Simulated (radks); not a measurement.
Results of a calculation; reference values are marked as such.
Task: Neutral rhenium, [Xe] 4f14 5d5 6s2. Code: a radial shooting solver on a logarithmic mesh with Libxc functionals. Model: non-relativistic Kohn-Sham, PBE, spin-polarised, spherical densities, point nucleus. Every spin shell is full or empty, so the densities are truly spherical. Functionals are evaluated on that one density, not self-consistently. Rank these exchange functionals by their error against the exact value of the orbitals, and give that value: LDA, PBEsol, PW91, OPTX, AM05, APBE, r2SCAN, TASK.

Result: Exact: -309.923 hartree. From best to worst, with 100 (|E| - |E exact|)/|E exact| (equal figures are ties): r2SCAN -0.09, PW91 +0.16, APBE +0.37, PBEsol -1.74, TASK -1.82, OPTX +1.92, AM05 -3.61, LDA -3.81.
